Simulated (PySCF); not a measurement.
These 3 structures share the formula C5H12O2. Level of theory: PBE0-D3(BJ)/def2-SVP geometry optimisation, gas phase (PySCF). Energies are electronic, without zero-point or thermal terms, for one conformer each. No frequencies were run at this level. Point groups hold within 0.08 Å.

Question: Rank from lowest to highest electronic energy at this level (kJ/mol).
A. `[CH3:1][CH2:2][CH:3]([O:4][CH3:5])[O:6][CH3:7]` with C1–C2–C3–O4 -63°, C2–C3–O4–C5 173°, C2–C3–O6–C7 -88° (1,1-dimethoxypropane)
B. `[CH3:1][CH2:2][O:3][CH2:4][O:5][CH2:6][CH3:7]` with C1–C2–O3–C4 87°, C2–O3–C4–O5 67°, O3–C4–O5–C6 68°, C4–O5–C6–C7 88°
C. `[OH:1][CH2:2][CH2:3][CH2:4][CH2:5][CH2:6][OH:7]` with H–O1–C2–C3 59°, O1–C2–C3–C4 54°, C2–C3–C4–C5 64°, C3–C4–C5–C6 172°, C4–C5–C6–O7 -59° (1,5-pentanediol)

Answer: C (0.0), B (21.2), A (27.6).

As drawn, the lowest has an O–H bond, which the highest lacks. Neighbours under 10 kJ/mol apart (CCOCOCC and CCC(OC)OC) can change places with a better method, another conformer or zero-point energy.

| SMILES | E (Eh) | E rel (kJ/mol) | dipole (D) | point group | A, B, C (MHz) |
| --- | --- | --- | --- | --- | --- |
| OCCCCCO | -347.54685 | 0.0 | 1.90 | C1 | 6224, 1055, 1001 |
| CCOCOCC | -347.53877 | 21.2 | 0.17 | C2 | 8188, 1142, 1126 |
| CCC(OC)OC | -347.53632 | 27.6 | 1.81 | C1 | 2845, 2238, 1372 |

Q: As an exercise, what shares would exp(−E/RT) give at 1000 K from these electronic energies alone (no entropy, no degeneracies)?

A: RT = 8.314 kJ/mol: OCCCCCO 89.8 %, CCOCOCC 7.0 %, CCC(OC)OC 3.2 %.
